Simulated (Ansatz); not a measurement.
`[BH2][GeH2][C](C)=N`. The species carries charge 0 and has multiplicity 1. Correlated methods include outer-core shells of Ge, which these sets cover unevenly. Scalar relativity is left out up to krypton.

```xyz
13

B     0.877   -1.481   -1.535
Ge    0.790    0.463   -0.887
C    -0.121    0.529    0.891
C    -1.555    0.107    0.939
N     0.460    0.899    1.952
H     1.911   -2.056   -1.700
H    -0.141   -2.080   -1.720
H    -0.046    1.311   -1.869
H     2.153    1.152   -0.679
H    -1.666   -0.920    0.576
H    -2.160    0.739    0.282
H    -1.933    0.175    1.960
H     1.432    1.163    1.789
```

**Question.** Give the diagnostics of a CCSD(T)/def2-TZVPP run (frozen core, Ansatz 0.2.0). (Estimate.)

**Answer.** Computed: T1 = 0.0136, largest single amplitude 0.036, largest double 0.031, (T) share of the correlation energy 4.0 %, 12 CCSD cycles. The RHF solution is stable towards an unrestricted one. T1 lies under the customary mark of 0.02 for closed shells.
